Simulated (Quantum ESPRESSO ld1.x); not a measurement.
Species: Eu III. Configuration: [Xe] 4f7.

All-electron calculation, Dirac Kohn-Sham, BLYP, spin-unpolarised, spherical densities, point nucleus; open shells fill j = l - 1/2 first. Program: ld1.x of Quantum ESPRESSO 7.5.

Energy parts (hartree):
total: -10852.40
kinetic: 11802.47
electron-nucleus: -26602.99
Hartree: 4191.85
exchange-correlation: -243.74

Orbitals (lengths in bohr, moments of r in powers of bohr; r(max) is where P^2 peaks):
orbital,occ.,eigenvalue (hartree),<r>,<r^4>,r(max)
1s1/2,2,-1776.49,0.02231,1.225e-06,0.01420
2s1/2,2,-291.974,0.09458,0.0001953,0.08071
2p1/2,2,-277.021,0.07906,0.0001212,0.06106
2p3/2,4,-253.195,0.08579,0.0001577,0.06679
3s1/2,2,-64.6057,0.2492,0.007646,0.2291
3p1/2,2,-58.1499,0.2388,0.006977,0.2162
3p3/2,4,-53.2941,0.2517,0.008500,0.2284
3d3/2,4,-42.1239,0.2236,0.006203,0.1817
3d5/2,6,-41.0672,0.2276,0.006595,0.1852
4s1/2,2,-13.2029,0.5661,0.1908,0.5277
4p1/2,2,-10.7107,0.5792,0.2188,0.5327
4p3/2,4,-9.63874,0.6087,0.2666,0.5587
4d3/2,4,-5.53811,0.6486,0.3907,0.5685
4d5/2,6,-5.34597,0.6591,0.4168,0.5770
4f5/2,6,-0.59419,0.9531,4.861,0.5903
4f7/2,1,-0.57152,0.9706,5.367,0.5955
5s1/2,2,-2.12896,1.380,6.842,1.233
5p1/2,2,-1.46021,1.556,11.74,1.350
5p3/2,4,-1.31918,1.652,14.97,1.428

The highest occupied level is 4f7/2 at -15.552 eV. For comparison, the ionisation energy in NIST's Atomic Spectra Database is 24.84 eV (semi-empirical). In exact Kohn-Sham theory the highest level is minus the ionisation energy, but local and semilocal functionals leave it too shallow, through self-interaction and a potential that decays too fast; potentials with the right tail come closer.

Beside tabulated values, note that spin-unpolarised runs miss the spin-polarisation part of the exchange energy of open shells.
